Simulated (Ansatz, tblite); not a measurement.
Removing and adding an electron: `C[Si](C)(C)C#Cc1sc(-c2sc(-c3sc(C#C[Si](C)(C)C)c4c3OCCO4)c3c2OCCO3)c2c1OCCO2`. Charge 0, multiplicity 1. Geometry: PBE-D4/def2-SVP. Ansatz, gas phase; energy differences of separate SCF runs; the oxidised species was run as a doublet alone; the reduced species was run as a doublet alone.

```xyz
69

C    -4.945   -8.621    2.161
Si   -3.256   -8.820    1.329
C    -2.127   -9.899    2.397
C    -3.467   -9.583   -0.389
C    -2.472   -7.163    1.147
C    -1.946   -6.045    1.039
C    -1.356   -4.782    0.909
S    -1.795   -3.689   -0.407
C    -0.673   -2.452    0.140
C    -0.538   -1.185   -0.512
S     0.547    0.073    0.066
C     0.042    1.201   -1.187
C     0.601    2.525   -1.239
S     1.032    3.371    0.237
C     1.607    4.788   -0.638
C     2.146    5.897    0.026
C     2.624    6.875    0.620
Si    3.333    8.325    1.508
C     2.160    9.798    1.321
C     3.521    7.865    3.334
C     5.019    8.740    0.758
C     1.437    4.594   -2.014
C     0.884    3.322   -2.351
O     0.706    2.924   -3.643
C     0.698    4.033   -4.543
C     1.870    4.965   -4.266
O     1.790    5.517   -2.948
C    -0.911    0.608   -2.017
C    -1.221   -0.731   -1.643
O    -2.133   -1.497   -2.311
C    -2.991   -0.714   -3.148
C    -2.189    0.319   -3.928
O    -1.540    1.239   -3.048
C     0.001   -2.892    1.284
C    -0.378   -4.192    1.719
O     0.163   -4.788    2.815
C     1.353   -4.129    3.261
C     1.180   -2.615    3.259
O     0.933   -2.135    1.934
H    -5.440   -9.607    2.286
H    -5.611   -7.974    1.555
H    -4.840   -8.157    3.163
H    -1.132  -10.020    1.924
H    -1.977   -9.445    3.397
H    -2.569  -10.908    2.538
H    -2.487   -9.704   -0.894
H    -3.945  -10.583   -0.317
H    -4.105   -8.943   -1.032
H     1.162    9.567    1.746
H     2.562   10.689    1.846
H     2.022   10.060    0.252
H     2.540    7.602    3.780
H     3.944    8.716    3.908
H     4.197    6.995    3.456
H     5.471    9.616    1.269
H     4.923    8.982   -0.320
H     5.717    7.885    0.854
H    -0.263    4.590   -4.450
H     0.768    3.612   -5.566
H     1.869    5.822   -4.967
H     2.829    4.410   -4.382
H    -3.497   -1.422   -3.833
H    -3.761   -0.205   -2.525
H    -1.431   -0.192   -4.566
H    -2.854    0.919   -4.579
H     2.208   -4.410    2.604
H     1.555   -4.500    4.284
H     0.336   -2.328    3.927
H     2.102   -2.113    3.613
```

The xTB rows come from tblite. Single mean-field runs in def2-TZVP are fitted with def2-universal-jkfit.

| level | −HOMO (eV) | vertical IE (eV) | −LUMO (eV) | vertical EA (eV) | HOMO–LUMO gap (eV) | IE − EA (eV) | remarks |
| --- | --- | --- | --- | --- | --- | --- | --- |
| GFN2-xTB | 9.32 | 10.82 | 7.65 | 6.12 | 1.67 | 4.70 | – |
| PBE-D4/def2-TZVP | 4.20 | 5.70 | 2.41 | 1.02 | 1.80 | 4.68 | HOMO above zero (-1 doublet) |

Question: Estimate the rows for GFN1-xTB, PBE0-D4/def2-TZVP.

Answer: 
```json
{"level": "GFN1-xTB", "−HOMO (eV)": "10.03", "vertical IE (eV)": "11.54", "−LUMO (eV)": "8.31", "vertical EA (eV)": "6.79", "HOMO–LUMO gap (eV)": "1.73", "IE − EA (eV)": "4.74", "remarks": "–"}
{"level": "PBE0-D4/def2-TZVP", "−HOMO (eV)": "5.00", "vertical IE (eV)": "–", "−LUMO (eV)": "1.89", "vertical EA (eV)": "0.98", "HOMO–LUMO gap (eV)": "3.11", "IE − EA (eV)": "–", "remarks": "HOMO above zero (-1 doublet)"}
```

   A HOMO above zero means that the electron is unbound at that level or that self-interaction error raises the level; the energy of removing that electron tells which. Raw xTB energy differences between charge states are shifted by several eV; the methods need an empirical correction for them. Sets without diffuse functions give affinities that are too small.
